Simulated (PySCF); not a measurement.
Two species compared at the same levels of theory.

First species: C4H12N2Si2.
Cartesian coordinates in Å at the GFN2-xTB level; atoms count from 1:
```xyz
20
C4H12N2Si2 angstrom
C      3.1648    0.6348    0.9850
C      1.8670    0.3821    1.0287
Si     0.7459    0.3547   -0.4870
N     -0.8760    0.7428   -0.0349
C     -1.4416    1.9436    0.5022
C     -1.7888   -0.2398   -0.6058
Si    -0.4452   -1.4756   -1.2540
N     -0.2328   -2.9980   -0.4654
H      3.6583    0.8755    0.0567
H      3.7979    0.6208    1.8602
H      1.4209    0.1444    1.9878
H      1.3616    1.2537   -1.4889
H     -1.9485    2.5371   -0.2714
H     -0.6508    2.5503    0.9402
H     -2.1768    1.7088    1.2810
H     -2.4758   -0.6109    0.1646
H     -2.4104    0.2095   -1.3910
H     -0.7114   -1.8524   -2.6466
H     -0.0047   -3.0129    0.5157
H     -0.8588   -3.7581   -0.6802
```

Second species: C₆H₁₂N₂Si₂.
SMILES with atom numbers: `[CH:1]#[C:2][C:3]#[C:4][Si@H:5]([SiH2:6][NH2:7])[N:8]([CH3:9])[CH3:10]` (hydrogens: H11 on C1; H12 on Si5; H13, H14 on Si6; H15, H16 on N7; H17, H18, H19 on C9; H20, H21, H22 on C10)

Levels: PBE0/pcSseg-1 for dipole moment, HOMO energy, LUMO energy and HOMO–LUMO gap; GFN2-xTB for rotational constant A and rotational constant C. Geometries: GFN2-xTB. Each species is one conformer at its optimised geometry, gas phase, non-relativistic unless stated. Electronic properties by PySCF.

Dipoles, sizes and rotational constants follow the conformer. The torsions of the flexible species, by atom-mapped SMILES:
- `[CH2:1]=[CH:2][Si@@H:3]1[N:4]([CH3:5])[CH2:6][Si@@H:7]1[NH2:8]`: C1–C2–Si3–N4 -153°, H–N8–Si7–C6 -58°, H–N8–Si7–C6 81°
- `[CH:1]#[C:2][C:3]#[C:4][Si@H:5]([SiH2:6][NH2:7])[N:8]([CH3:9])[CH3:10]`: C4–Si5–Si6–N7 51°, C4–Si5–N8–C9 161°, H–N7–Si6–Si5 174°, H–N7–Si6–Si5 -47°

| property | column X | column Y |
| --- | --- | --- |
| dipole moment | 1.46 D | 0.80 D |
| HOMO energy | -6.05 eV | -6.37 eV |
| LUMO energy | -0.68 eV | -1.37 eV |
| HOMO–LUMO gap | 5.37 eV | 5.00 eV |
| rotational constant A | 1.636 GHz | 1.046 GHz |
| rotational constant C | 0.769 GHz | 0.401 GHz |

Question: Which column belongs to which species?

Answer: Column X is the first species and column Y the second. The first has 20 atoms and 78 electrons, the second 22 and 90.

Question: How does each property change from the first species to the second?

Answer: dipole moment -0.66 D; HOMO energy -0.32 eV; LUMO energy -0.69 eV; HOMO–LUMO gap -0.37 eV; rotational constant A -0.590 GHz; rotational constant C -0.368 GHz.

On the first: In atomic units the dipole is 0.58 e·bohr (1 au = 2.5417 D).

On the second: A dipole of 0.80 D is allowed in C1, and pure rotational transitions are dipole-allowed. In atomic units the dipole is 0.31 e·bohr (1 au = 2.5417 D).
